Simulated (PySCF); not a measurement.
Atoms are numbered as in `[O:1]=[CH:2][C:3]#[C:4][C:5]#[C:6][CH2:7][NH:8][CH:9]=[O:10]` (H(Xn): hydrogen on atom n).

Geometry: GFN2-xTB; GIAO shifts from PySCF 2.14.0 with density-fitted response routines, gas phase, non-relativistic, averaged over equivalent atoms.

At KT2/STO-3G (55 basis functions, 9.8 s wall time on 1 thread of an Arm Neoverse V2, shared host):
```
atoms  δ (ppm)
   O1    561.7
  O10    315.6
   C2    107.6
   C9     95.2
   C4     64.9
   C6     64.9
   C5     55.4
   C3     54.1
   C7     32.6
   N8     53.0
H(C2)     9.14
H(C9)     7.17
H(N8)     3.97
H(C7)     3.68
```

Chemical shifts δ = σref − σ; 17O (330.64 ppm) against H2O; 13C (230.97 ppm) and 1H (33.02 ppm) against TMS; NH3 for 15N (288.88 ppm), all at this level.

Problem. Estimate the result of repeating the calculation with PBE0/IGLO-II.

Solution. 
```json
{"atoms": "O1", "δ at PBE0/IGLO-II": "745.2", "change": "+183.5"}
{"atoms": "O10", "δ at PBE0/IGLO-II": "407.8", "change": "+92.2"}
{"atoms": "C2", "δ at PBE0/IGLO-II": "178.3", "change": "+70.7"}
{"atoms": "C9", "δ at PBE0/IGLO-II": "157.6", "change": "+62.4"}
{"atoms": "C4", "δ at PBE0/IGLO-II": "86.9", "change": "+22.0"}
{"atoms": "C6", "δ at PBE0/IGLO-II": "97.0", "change": "+32.1"}
{"atoms": "C5", "δ at PBE0/IGLO-II": "72.4", "change": "+17.0"}
{"atoms": "C3", "δ at PBE0/IGLO-II": "77.0", "change": "+22.9"}
{"atoms": "C7", "δ at PBE0/IGLO-II": "28.5", "change": "-4.1"}
{"atoms": "N8", "δ at PBE0/IGLO-II": "130.7", "change": "+77.7"}
{"atoms": "H(C2)", "δ at PBE0/IGLO-II": "9.33", "change": "+0.19"}
{"atoms": "H(C9)", "δ at PBE0/IGLO-II": "8.08", "change": "+0.91"}
{"atoms": "H(N8)", "δ at PBE0/IGLO-II": "4.62", "change": "+0.65"}
{"atoms": "H(C7)", "δ at PBE0/IGLO-II": "4.63", "change": "+0.95"}
```

δ = σ(ref) − σ, references computed at the same level: 17O (σref 336.11) against H2O; 13C (σref 189.02), 1H (σref 32.10) against TMS; NH3 for 15N (σref 267.14).

The largest change is at O1 (aldehyde oxygen). Cost: 250 basis functions, 27 s wall time on 1 thread of an Arm Neoverse V2, shared host. The order of the carbon signals changes between the two levels.

Hydrogen bonding in solution deshields acid and N–H amide carbonyl carbons by as much as 10 ppm beyond these values. Unscaled 17O shifts of doubly bonded oxygen tend to come out too high, by tens of ppm or more. Experimental scales use liquid or dissolved standards, which lie at an offset from isolated NH3 (liquid NH3: subtract about 20 ppm) and H2O (liquid H2O: subtract about 36 ppm).
